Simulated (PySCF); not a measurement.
# Structure from 2D NMR

Compound of formula C$_{6}$H$_{8}$NO$_{2}$P. Correlations simulated from computed shifts and the bond graph:

HSQC (one-bond C–H):
```csv
δH,δC
7.42,140.4
7.37,140.9
4.18,40.6
4.02,53.0
```

COSY cross peaks (H two or three bonds apart, from the bond graph; peaks can be absent where the dihedral angle is near 90°):
```csv
δH,δH
7.42,7.37
```

HMBC (two and three bonds, from the bond graph):
```csv
δH,δC
7.42,"158.5, 140.9"
7.37,"158.5, 140.4, 40.6"
4.18,"158.5, 140.9"
4.02,170.2
```

Carbons without hydrogens: δ 170.2, 158.5.

Theoretical values (PySCF 2.14.0 with density-fitted response routines): geometry from GFN2-xTB, NMR shieldings at PBE0/pcSseg-1/GIAO. Relativity neglected, one computed conformer, no solvent, equivalent nuclei averaged.

Referencing at the same level of theory: ¹H, ¹³C against TMS.

Exchangeable hydrogens are left out of these lists.

Q: Work out the connectivity.

A: SMILES COC(=O)c1pccn1C.

Atom-mapped SMILES (the numbers label the heavy atoms): `[CH3:1][O:2][C:3](=[O:4])[c:5]1[p:6][cH:7][cH:8][n:9]1[CH3:10]`. Hydrogens are named by the atom that carries them.

1. δC 170.2 is C3, an ester carbonyl carbon.
2. δC 158.5 is C5, a substituted aromatic carbon next to a ring nitrogen.
3. δC 140.9 is C8, an aromatic CH next to a ring nitrogen (δH 7.37).
4. δC 140.4 is C7, an aromatic CH (δH 7.42).
5. δC 53.0 is C1, a methyl carbon bonded to O (δH 4.02).
6. δC 40.6 is C10, a methyl carbon bonded to N (δH 4.18).
7. HMBC from δH 7.42 reaches the proton-free carbon C5.
8. HMBC from δH 7.37 reaches the proton-free carbon C5.
9. HMBC from δH 4.18 reaches the proton-free carbon C5.
10. HMBC from δH 4.02 reaches the proton-free carbon C3.
11. COSY links 7.42–7.37.

This is the structure that produced the data.

Shifts are as computed. Against solution values, carbons near 30 ppm lie about +3 ppm off and those near 130 ppm about +5 ppm. Of 1211 compounds with measured shifts, 218 miss one by over three times the rms of a fit or turn the order of signals round; such compounds aren't used in these exercises.
